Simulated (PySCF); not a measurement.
# GaSb from Hartree–Fock to correlated methods

State: ³Σ⁻ (triplet), unpaired electrons π ↑↑. Set-up: basis Ga def2-TZVPPD, Sb def2-TZVPPD with ECP28; scalar-relativistic core potentials; PySCF 2.14. De refers to Ga + Sb in their high-spin ground configurations, without counterpoise correction. The functionals are run spin-unrestricted. A positive dipole means Ga(−)Sb(+).

```
      Level  Re (Å)  ωe (cm⁻¹)  De (eV)  μ (D)  CPU s a point (SCF and correlation, without the integrals)
        UHF   2.807        172     0.73  -1.70                                                         1.7
    UHF-MP2   2.731        185     1.57    n/a                                                         3.1
UHF-SCS-MP2   2.752        181     1.54    n/a                                                         n/a
        PBE   2.790        172     1.97  -1.16                                                           1
       TPSS   2.781        172     1.91  -1.17                                                         1.2
     r²SCAN   2.759        178     1.85  -1.06                                                         1.3
    r²SCANh   2.754        180     1.80  -1.12                                                         2.3
       PBE0   2.765        178     1.83  -1.25                                                         2.9
        M06   2.787        174     2.14  -1.39                                                         2.3
       MN15   2.744        178     1.78  -1.11                                                         2.4
     M06-2X   2.779        178     1.51  -1.39                                                         2.4
    ωB97X-V   2.736        186     1.91  -1.31                                                         7.2
```

The bond length runs from 2.731 Å (UHF-MP2) to 2.807 Å (UHF). De spans 0.73 eV (UHF, mean field) to 2.14 eV (M06, hybrid meta-GGA).

Correlated steps freeze 13 core orbitals. These are scalar-relativistic numbers at best; spin–orbit coupling would shift them, the dissociation energy most. The state was picked by a PBE0 search and need not be the measured ground state.

The whole job (state search and all levels along the bond) took about 4.2 min on 2 threads of AMD EPYC 9R45 (shared host), peak memory 5 GiB.
